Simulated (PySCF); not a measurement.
Compound: C8H9FOSi.
Geometry (GFN2-xTB, Å), atoms numbered from 1 in this order:
```xyz
20
C8H9FOSi angstrom
C     -2.4287   -2.0491   -0.6096
C     -1.2098   -1.5884   -0.3546
C     -0.8255   -0.1950   -0.1667
C     -1.7307    0.8628   -0.2415
C     -1.3355    2.1721   -0.0571
C     -0.0082    2.4615    0.2107
C      0.8946    1.4215    0.2856
F      2.1967    1.6998    0.5473
C      0.5285    0.0909    0.1040
O      1.4117   -0.9111    0.1778
Si     3.0219   -1.0029    0.4567
H     -2.6087   -3.1033   -0.7318
H     -3.2901   -1.4107   -0.7072
H     -0.3882   -2.2868   -0.2686
H     -2.7664    0.6491   -0.4495
H     -2.0566    2.9718   -0.1204
H      0.3362    3.4719    0.3608
H      3.3466   -0.5018    1.7885
H      3.1390   -2.4512    0.3485
H      3.7679   -0.2904   -0.5758
```

Theory: PBE0/pcSseg-1 in PySCF (dipole) on a GFN2-xTB geometry, gas phase.

Take the most abundant isotopes and a rigid rotor. The values belong to one conformer with, in the numbering `[CH2:1]=[CH:2][c:3]1[cH:4][cH:5][cH:6][c:7]([F:8])[c:9]1[O:10][SiH3:11]`, C1–C2–C3–C4 0°, C7–C9–O10–Si11 0°.

Task: Give the principal moments of inertia and the rotational constants in MHz.

Result: Ia = 386.77, Ib = 599.74, Ic = 980.65 u·Å²; 505379 MHz·u·Å²/I gives A = 1307, B = 842.7, C = 515.4 MHz.

Task: Classify the top.

Result: An asymmetric top: κ = (2 × 842.7 − 1307 − 515.4)/(1307 − 515.4) = -0.17.

Task: Is it planar, by Δ = Ic − Ia − Ib?

Result: Not planar: Δ = Ic − Ia − Ib = -5.86 u·Å². For a rigid frame Δ = −2 Σ m c², so Σ m c² = 2.93 u·Å² lies off the ab plane, practically all of it from hydrogen. The atom farthest from that plane is 1.21 Å away.

Task: Give the other two planar moments, Paa and Pbb, and the rms extents of the mass along the axes.

Result: Paa = Σ m a² = (Ib + Ic − Ia)/2 = 596.81 and Pbb = Σ m b² = (Ia + Ic − Ib)/2 = 383.84 u·Å². With the mass M = 168.04 u, the rms extents √(P/M) along a, b and c are 1.88, 1.51, 0.13 Å.

Task: Which lines would a microwave search look for?

Result: The dipole components are |μa| = 0.49 D, |μb| = 0.32 D, |μc| = 0.00 D; the mirror of this Cs structure is the ab plane, so μc vanishes by symmetry and there are no c-type lines. The squared components, which scale the intensities, stand as 1.00 : 0.43 (a : b). Some lines, for components of 0.1 D or more:

| type | branch | J(Ka,Kc) | MHz | lower level (cm⁻¹) |
| --- | --- | --- | --- | --- |
| a | Q | 1(1,0) ← 1(1,1) | 327 | 0.061 |
| a | Q | 3(2,1) ← 3(2,2) | 529 | 0.356 |
| b | Q | 1(1,0) ← 1(0,1) | 791 | 0.045 |
| a | Q | 2(1,1) ← 2(1,2) | 982 | 0.140 |
| b | R | 1(1,1) ← 0(0,0) | 1822 | 0.000 |
| a | R | 2(0,2) ← 1(0,1) | 2594 | 0.045 |
| b | R | 2(1,2) ← 1(0,1) | 2853 | 0.045 |
| b | Q | 3(2,2) ← 3(1,3) | 2931 | 0.258 |
| a | R | 2(1,1) ← 1(1,0) | 3043 | 0.072 |
| b | R | 3(1,2) ← 2(2,1) | 3076 | 0.220 |
| b | Q | 3(3,1) ← 3(2,2) | 3205 | 0.356 |
| b | R | 2(2,1) ← 1(1,0) | 4435 | 0.072 |
| a | R | 3(2,1) ← 2(2,0) | 4481 | 0.224 |
| b | R | 2(2,0) ← 1(1,1) | 4885 | 0.061 |
| b | R | 3(2,1) ← 2(1,2) | 6977 | 0.140 |
| b | R | 3(3,1) ← 2(2,0) | 7157 | 0.224 |

Task: Estimate the classical rotational partition function at 10 K, 298.15 K and 500 K.

Result: Point group Cs, symmetry number σ = 1; q = (√π/σ)·√((kT/h)³/(ABC)), k/h = 20836.6 MHz/K: 7080 at 10 K, 1150000 at 298.15 K, 2500000 at 500 K.

No frequency check. Zero-point vibration and centrifugal distortion are left out. A rigid rotor knows nothing of internal rotation, which can split or shift real lines.
